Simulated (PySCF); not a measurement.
**Electronic structure of Sc⁺ (scandium, charge +1) at the BP86 level**

Configuration: [Ar] 3d1 4s1, high-spin 3D determinant. All numbers are calculated (PySCF 2.14, the non-relativistic Hamiltonian (point nucleus), in cc-pVTZ).

```json
{"Total energy": "-760.463 hartree", "One-electron energy": "-1035.031 hartree", "Hartree (Coulomb) energy": "313.424 hartree", "Exchange-correlation energy": "-38.856 hartree", "Kinetic energy": "759.13105 hartree", "⟨S²⟩": "2.0004", "⟨L²⟩": "6.006", "Sum of ⟨r⟩": "16.89 bohr", "Sum of ⟨r²⟩": "29.62 bohr²", "Traceless quadrupole moment −½Σ⟨3z² − r²⟩ along its main axis": "0.930 e·bohr²", "Density at the nucleus (Gaussians lack the cusp)": "6140 bohr⁻³", "Spin density at the nucleus": "2.97 bohr⁻³", "Langevin diamagnetic susceptibility": "-23.5 ×10⁻⁶ cm³/mol", "Time after the integrals": "1.8 s of wall time on 1 thread of Neoverse-N1 (shared host)"}
```

```
shell  electrons  mean orbital energy (eV)  spread (eV)  rms radius, mean of both spins (bohr)
 1s α          1                   -4380.5            0                                 0.0852
 1s β          1                   -4380.5            0                                 0.0852
 2s α          1                   -477.18            0                                  0.376
 2s β          1                   -476.94            0                                  0.376
 2p α          3                   -395.35        0.304                                  0.343
 2p β          3                   -395.16        0.481                                  0.343
 3s α          1                   -61.827            0                                   1.16
 3s β          1                   -61.016            0                                   1.16
 3p α          3                   -41.004        0.409                                   1.27
 3p β          3                   -40.154        1.219                                   1.27
 3d α          1                   -10.939            0                                   1.94
 4s α          1                   -10.303            0                                   3.54
```
